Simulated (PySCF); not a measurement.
## Correlation energy of P³⁺ (phosphorus, charge +3)

[Ne] 3s2, closed-shell 1S. All numbers are calculated (PySCF 2.14, the spin-free X2C one-electron Hamiltonian (Gaussian nucleus), in cc-pVDZ-DK). Frozen: [Ne]; 2 electrons correlated.

Total MP2 correlation energy: -31.82 mhartree.

Same-spin part 0.00 and opposite-spin part -31.82 mhartree; SCS-MP2 scales them by 1/3 and 6/5 to -38.19 mhartree.

With two correlated electrons CCSD is exact within the correlated space (frozen core and kept virtual orbitals).

| level | correlation energy (mhartree) |
| --- | --- |
| CCSD | -47.77 |

Diagnostics: T1 = 0.0039, D1 = 0.0055, largest double amplitude 0.116.

Cost of the coupled-cluster step: 0.07 s of wall time on 1 thread of Neoverse-N1 (shared host), for 2 correlated electrons.
